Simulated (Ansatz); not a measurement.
Two isomers of CH6N2Si: A = `N[SiH]1CN1`, B = `C=N[SiH2]N`.

Gas-phase electronic energies from Ansatz, PBE0-D4/def2-TZVP geometries. CBS: MP2 limit from def2 TZ/QZ plus the TZ coupled-cluster correction, frozen cores. Functionals use def2-TZVPP. B3LYP here is the variant with VWN-RPA as its local correlation; programs differ in this. Each species was taken in one conformer, which may not be the lowest.

A:

```xyz
10

N    -0.873   -1.318   -0.982
Si   -0.295   -0.372    0.299
C     1.145    0.754    0.348
N    -0.237    1.307    0.095
H    -0.740   -1.070   -1.947
H    -1.145   -2.277   -0.853
H    -0.728   -1.018    1.559
H     1.591    0.982    1.318
H     1.841    0.918   -0.472
H    -0.558    2.093    0.635
```

B:

Z-matrix (Å, degrees):
```
Si
N 1 1.750
N 1 1.708 2 114.0
H 1 1.493 2 109.5 3 120.4
H 1 1.482 2 105.7 3 -118.9
C 2 1.257 1 123.1 3 -123.4
H 3 1.007 1 120.1 2 76.0
H 3 1.007 1 120.3 2 -69.0
H 6 1.097 2 120.7 1 -179.8
H 6 1.104 2 124.1 1 0.2
```

(1) Which is lower in electronic energy at CCSD(T)/CBS, and by how much? (Best estimate.)

(2) Give E(B) − E(A) in kcal/mol with B3LYP, r2SCAN-D4, CCSD/def2-TZVPP, HF/def2-TZVPP, LDA (SPW92), B2PLYP, B3LYP-D4. (Best estimate.)

(3) Does the order hold for the free energy at 298.15 K (harmonic terms from PBE0-D4)? (Best estimate.)

Largest T1 diagnostic: 0.012.

Results:

(1) Ansatz gave: B, by 11.1 kcal/mol.

(2) Ansatz gave: B3LYP -13.2, r2SCAN-D4 -8.7, CCSD/def2-TZVPP -12.7, HF/def2-TZVPP -19.1, LDA (SPW92) -2.6, B2PLYP -12.7, B3LYP-D4 -13.1. None reverses the order clearly.

(3) The calculation gave: Yes: G(B) − G(A) = -13.5 kcal/mol, for one conformer each.

At CCSD(T), def2-SVP lies −6.2 kcal/mol from the extrapolated value and def2-TZVPP −1.4 kcal/mol. From BLYP to BHLYP (50 % exact exchange), in def2-TZVPP and without D4, E(B) − E(A) moves by +1.2 kcal/mol.
